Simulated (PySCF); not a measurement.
Species: 4,4'-bipyridine, C10H8N2.
Bonds: C1–C2 (aromatic), C2–C3 (aromatic), C3–C4, C4–C5 (aromatic), C5–C6 (aromatic), C6–N7 (aromatic), N7–C8 (aromatic), C8–C9 (aromatic), C3–C10 (aromatic), C10–C11 (aromatic), C11–N12 (aromatic), C1–N12 (aromatic), C4–C9 (aromatic). Hydrogens: H13 on C1; H14 on C2; H15 on C5; H16 on C6; H17 on C8; H18 on C9; H19 on C10; H20 on C11.

Method used: PBE0-D3(BJ)/def2-SVP geometry optimisation, gas phase (PySCF).

(1) Give the optimised bond lengths and angles.

Answers

(1) 
| bond | length (pm) |
| --- | --- |
| C1–C2 and 3 like bonds | 139.3 |
| C2–C3 and 3 like bonds | 140.0 |
| C3–C4 | 147.8 |
| C1–N12 and 3 like bonds | 133.0 |
| C1–H13 and 3 like bonds | 109.6 |
| C2–H14 and 3 like bonds | 109.2 |

Bonds in one row agree within 1 pm and their mean is given. A selection of angles:
| angle | degrees |
| --- | --- |
| C2–C1–N12 | 123.7 |
| C1–C2–C3 | 119.2 |
| C2–C3–C4 | 121.6 |
| C2–C3–C10 | 116.9 |
| C6–N7–C8 | 117.3 |

Dihedral angles: C2–C3–C4–C5 -35° (synclinal). The mirror-image conformer, all signs reversed, is as good.

The 6-membered ring C1–C2–C3–C10–C11–N12 has internal angles of 116.9° to 123.7°; it is planar, 0.00 Å rms from its mean plane, widest ring torsion 0°. All 4 C–N bonds measure 1.330 Å. Of the pairs four or more bonds apart, C10···H18 is among the closest relative to their van der Waals radii: 2.80 Å, 96 % of the sum of Bondi's values. The 9 C–C bonds span 1.393 Å (C5–C6, aromatic) to 1.478 Å (C3–C4, drawn single), a spread of 0.085 Å. The 6-membered ring C4–C5–C6–N7–C8–C9 has internal angles of 117.0° to 123.8°; it is planar, 0.00 Å rms from its mean plane, widest ring torsion 0°.

Point group: D2 (every atom within 0.08 Å of its image). PBE0-D3(BJ)/def2-SVP frequencies: not computed here. The numbers are those of one conformer.

The run took 3.4 min wall on one thread, AMD EPYC 7B13 (x86_64), no GPU, shared host, and the process peaked at 0.89 GiB of memory. That covers the optimisation of the geometry.
